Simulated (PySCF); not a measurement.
Atomic charges by several schemes

Species: C6H8F3 (charge +1).
Geometry (GFN2-xTB, Å), atoms numbered from 1 in this order:
```xyz
17
C6H8F3 angstrom
C     -1.3127    1.7701    0.4797
C     -1.1175    0.9116   -0.5488
C     -0.4561   -0.3360   -0.4727
C     -0.4125   -1.2044   -1.6293
C      0.3173   -0.7275    0.7259
C      1.6834    0.0133    0.7352
F      2.4156   -0.3800    1.7590
F      2.3516   -0.2388   -0.3901
F      1.5157    1.3331    0.8176
H     -1.0694    1.5463    1.5073
H     -1.7637    2.7355    0.3057
H     -1.4889    1.1912   -1.5284
H      0.6143   -1.1984   -2.0304
H     -0.5663   -2.2532   -1.3597
H     -1.0906   -0.9042   -2.4246
H     -0.1790   -0.4520    1.6603
H      0.5518   -1.7947    0.7365
```

Density: PBE0/pcSseg-1 (PySCF); schemes: Mulliken, IAO, Hirshfeld and ESP-fitted. The structure is a single GFN2-xTB conformer in the gas phase; no vibrational or solvent corrections.

Problem. Atoms with like bonding are taken together and averaged. For which atoms does the sign change between the 4 schemes (beyond +0.03 e in one, beyond −0.03 e in another)?

Solution. C1 and C3. Atomic charges aren't observables, and each scheme defines them in its own way.

Problem. At which atom do the 4 schemes differ most?

Solution. At C3: from -0.263 (Mulliken) to +0.602 e (ESP-fitted), 0.865 e apart.

Problem. Do the Mulliken, IAO, Hirshfeld and ESP-fitted schemes agree on where the charge is highest?

Solution. The schemes don't all agree: Mulliken C6 (+0.810); IAO C6 (+0.830); Hirshfeld C6 (+0.284); ESP-fitted C3 (+0.602).

Problem. Tabulate the Mulliken, IAO, Hirshfeld and ESP-fitted charges.

Solution. In e; atoms taken as equivalent share a row and are averaged (×n: the atom named and its like, n in all):

```csv
atom,environment,Mulliken,IAO,Hirshfeld,ESP-fitted
C1,carbon bonded to C and 2 H,+0.061,-0.070,+0.098,+0.047
C2,carbon bonded to 2 C and H,-0.096,-0.157,-0.008,-0.326
C3,carbon bonded to 3 C,-0.263,+0.277,+0.183,+0.602
C4,methyl carbon,-0.132,-0.438,-0.075,-0.587
C5,chain CH2 carbon,-0.240,-0.332,-0.071,-0.648
C6,CF3 carbon,+0.810,+0.830,+0.284,+0.594
F7/F8/F9,fluorine of a CF3 group,-0.235,-0.258,-0.058,-0.149
H10,hydrogen on C1,+0.186,+0.198,+0.095,+0.151
H11,hydrogen on C1,+0.205,+0.223,+0.117,+0.192
H12,hydrogen on C2,+0.164,+0.195,+0.088,+0.208
H13/H14/H15,methyl hydrogen,+0.200,+0.214,+0.097,+0.231
H16/H17,methylene hydrogen,+0.206,+0.203,+0.085,+0.259
```

Mean size of the charges over all atoms: ESP-fitted 0.295 e, IAO 0.267 e, Mulliken 0.228 e, Hirshfeld 0.097 e. Each set sums to the total charge, 1, to within 0.001 e. The Mulliken scheme counts on each atom the diagonal of the density matrix times the overlap matrix over that atom's basis functions.

Some averages cover members that differ in this geometry: H13/H14/H15, IAO +0.192 to +0.236; H13/H14/H15, Mulliken +0.179 to +0.219; H13/H14/H15, ESP-fitted +0.208 to +0.246; F7/F8/F9, Mulliken -0.246 to -0.215 e.

Problem. How closely do the schemes follow one another over all atoms?

Solution. Correlation coefficient and root-mean-square difference: IAO with Hirshfeld 0.96, 0.214 e; Hirshfeld with ESP-fitted 0.91, 0.258 e; IAO with ESP-fitted 0.90, 0.148 e; Mulliken with IAO 0.86, 0.157 e; Mulliken with Hirshfeld 0.78, 0.202 e; Mulliken with ESP-fitted 0.63, 0.272 e.

Problem. How many electrons does the Mulliken scheme count on F9?

Solution. Its own charge is -0.246 e, so Z − q = 9.246.
